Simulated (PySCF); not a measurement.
Species: C6H12P (charge +1).
Atom-mapped SMILES: `[CH3:1][CH2:2][P@@+:3]1([CH3:4])[CH:5]=[C:6]1[CH3:7]`

NICS = −σ at a ghost point: NICS(0) at the centroid of the ring atoms, NICS(1) 1 Å to either side along the normal of their mean plane, zz for the tensor component along that normal. Level: GIAO PBE0/pcSseg-1 (PySCF, non-relativistic, gas phase) on the GFN2-xTB geometry, one conformer.

Ring bond lengths (Å), with Mayer bond orders in brackets: P3–C5 1.782 (1.05), C5–C6 1.337 (1.49), C6–P3 1.802 (0.99).

Q: Give the NICS values of each ring in ppm.

A: 
```csv
ring,type,NICS(0),"NICS(1), two faces","NICS(1)zz, two faces",rms pucker (Å),"centre to ring atoms, mean (Å)"
P3–C5–C6,"3-membered ring with P; formal bonds 1 double, 2 single",-24.6,-10.0 / -11.0,-17.1 / -19.4,0.00,0.95
```

Q: What can be read from them?

A: 
- P3–C5–C6: mean NICS(1)zz -18.2 ppm, shielded. P3 has four or more neighbours; no verdict on aromaticity is drawn. NICS(0) lies 14 ppm below the mean NICS(1).

Q: What are the shieldings of the ring atoms and their hydrogens in the same run (means over atoms taken as equivalent)?

A: 
```
  atoms                      environment  σ isotropic (ppm)  principal values of the symmetric part, first atom (ppm)
     P3           phosphonium phosphorus              446.9                                       227.6, 280.6, 832.5
     C5                 alkene CH carbon               58.4                                        -72.8, 67.7, 180.4
     C6  fully substituted alkene carbon               30.4                                       -105.8, 42.3, 154.8
H on C5                 vinylic hydrogen              23.35                                          21.2, 23.1, 25.7
```

Time: 48 s of wall time; peak memory 0.85 GiB. Hardware: an Arm Neoverse N1 with one thread, shared host. This is the whole shielding run at PBE0/pcSseg-1, SCF included.

Shape of the structure used: `[CH3:1][CH2:2][P@@+:3]1([CH3:4])[CH:5]=[C:6]1[CH3:7]`: C1–C2–P3–C4 -176°.
